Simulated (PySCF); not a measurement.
PySCF 2.14 output of an unrestricted MN15 calculation on a single atom or ion in def2-TZVP with the def2 core potential (28 electrons) (6s4p3d1f, 40 functions), with a scalar-relativistic core potential:

```
SCF conv_tol = 1e-09
number electrons alpha = 9  beta = 7
    H. S. Yu, X. He, S. L. Li, and D. G. Truhlar.,  Chem. Sci. 7, 5032-5051 (2016)
    H. S. Yu, X. He, S. L. Li, and D. G. Truhlar.,  Chem. Sci. 7, 5032-5051 (2016)
cycle= 1 E= -126.557074279775  delta_E= -0.00322  |g|= 0.115  |ddm|= 0.125
cycle= 2 E= -126.558241912405  delta_E= -0.00117  |g|= 0.0911  |ddm|= 0.116
cycle= 3 E= -126.56030509001  delta_E= -0.00206  |g|= 0.000458  |ddm|= 0.0512
cycle= 4 E= -126.560305247904  delta_E= -1.58e-07  |g|= 2.9e-05  |ddm|= 0.000521
cycle= 5 E= -126.560305248749  delta_E= -8.44e-10  |g|= 5.73e-06  |ddm|= 3.78e-05
converged SCF energy = -126.560305248749  <S^2> = 2.0009986  2S+1 = 3.0006657
```

The run itself started from symmetry-adapted Hartree-Fock orbitals and held the occupation by maximum overlap, on a logarithmic radial grid, so the iterations belong to that start.

Question: Which element, charge and spin multiplicity is this?

Answer: Pd²⁺ (palladium, charge +2), multiplicity 3; the state was [Kr] 4d8, high-spin 3F determinant.

Energies and moments cover only the electrons outside the core potential.
